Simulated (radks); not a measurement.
Isoelectronic series with 11 electrons, each ion in its NIST ground configuration. Method: non-relativistic Kohn-Sham, BLYP, spin-polarised, spherical densities, point nucleus; open shells are filled with parallel spins first; computed with a radial shooting solver on a logarithmic mesh with Libxc functionals. Total energies (hartree) and mean radii <r> (bohr):

ion,configuration,E (hartree),3s up,2p down,2p up,2s down
Mg+,[Ne] 3s1,-199.81231,2.747,0.6878,0.6888,0.6988
Al2+,[Ne] 3s1,-241.47633,2.183,0.6009,0.6017,0.6270
Si3+,[Ne] 3s1,-287.27101,1.835,0.5343,0.5349,0.5682
P4+,[Ne] 3s1,-337.18984,1.592,0.4813,0.4819,0.5192
S5+,[Ne] 3s1,-391.22908,1.410,0.4381,0.4386,0.4780
Cl6+,[Ne] 3s1,-449.38637,1.268,0.4022,0.4026,0.4428
Ar7+,[Ne] 3s1,-511.66011,1.154,0.3718,0.3721,0.4124
